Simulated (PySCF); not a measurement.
## Correlation energy of Pb⁸⁰⁺ (lead, charge +80)

1s2, closed-shell 1S. Computed with PySCF 2.14 in an uncontracted even-tempered set (15 s from 270 bohr⁻², ratio 2.2; 7 p from 400 bohr⁻², ratio 2.4; 4 d from 1200 bohr⁻², ratio 2.4; 3 f from 1800 bohr⁻², ratio 2.4; 3 g from 2700 bohr⁻², ratio 2.4), with no relativity, point nucleus. Frozen: nothing; 2 electrons correlated; the 11 highest virtual orbitals of each spin left out.

With two correlated electrons CCSD is exact within the correlated space (frozen core and kept virtual orbitals).

```tsv
level	correlation energy (mhartree)
CCSD	-45.85
```

Diagnostics: T1 = 3.2e-07, D1 = 0.0000, largest double amplitude 0.000.

Is a single reference adequate?

Yes, within this model without spin-orbit coupling: T1 lies below 0.03 and no double amplitude reaches 0.07.

At this charge a non-relativistic calculation is a model, useful for the Z dependence of the correlation energy.
